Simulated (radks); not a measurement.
Question: Zn19+, configuration [Ne] 3s1. All-electron calculation, scalar-relativistic Kohn-Sham, r2SCAN, spin-polarised, spherical densities, finite nucleus; open shells are filled with parallel spins first; meta-GGA in the generalised Kohn-Sham scheme; Fermi nuclear charge, rms radius 3.9283 fm. Program: a radial shooting solver on a logarithmic mesh with Libxc functionals. Some entries of the table are withheld. Estimate them.

orbital  occ.  eigenvalue (hartree)  <1/r> (bohr^-1)
1s up       1             -379.4185            30.24
1s down     1             -379.3776            30.23
2s up       1                   (1)            6.710
2s down     1                   (2)            6.706
2p up       3             -64.32592            6.558
2p down     3             -64.27738            6.559
3s up       1             -26.55239            2.611
3s down     0             -25.71816            2.614
3p up       0             -24.79144            2.535
3p down     0             -24.04545            2.541
4s up       0             -13.34555            1.434

Answer: 
(1) 2s up eigenvalue (hartree): -69.87767
(2) 2s down eigenvalue (hartree): -69.83973
